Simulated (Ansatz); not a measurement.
```
atom    x (Å)    y (Å)    z (Å)
   B   0.0078   0.0033   0.0053
   H   1.2005   0.0045  -0.0065
   H  -0.6064   1.0543  -0.0012
   H  -0.5949  -1.0489   0.0038
```

Basis set: def2-TZVP (spherical functions). Left uncorrelated: 1 orbital. Charge 0, multiplicity 1.

Computed with Ansatz (development build ahead of 0.2.0); each method stands on the lowest determinant of its kind that the runs found. Restricted open shells among the atoms or ions are ROHF, correlated in semicanonical orbitals with singles.

**Question.** Give the atomization energy at this shape (free ground-state atoms in the same class of orbitals less the molecule, no zero-point energy) of singlet BH3 by RHF-MP2, RHF.

**Answer.**

| method | atomization energy |
| --- | --- |
| RHF-MP2 | 1129.5 kJ/mol |
| RHF | 975.9 kJ/mol |
